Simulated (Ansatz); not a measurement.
`O[SiH]1[SiH2]CS1`, charge 0, multiplicity 1.

Task: Give a relaxed structure at PBE0-D4/def2-TZVP (Ansatz). (Best estimate.)

Result: The calculation gave: 
Cartesian coordinates in Å:
```
O 1.592 -1.413 -1.630
Si 1.152 -0.727 -0.202
Si -0.128 1.214 -0.094
C -1.274 0.176 1.012
S -0.658 -1.522 0.663
H 0.911 -1.465 -2.304
H 2.363 -0.897 0.637
H -0.797 1.496 -1.396
H 0.329 2.509 0.485
H -2.332 0.235 0.754
H -1.160 0.393 2.075
```
This is one stationary point; other conformers may exist.
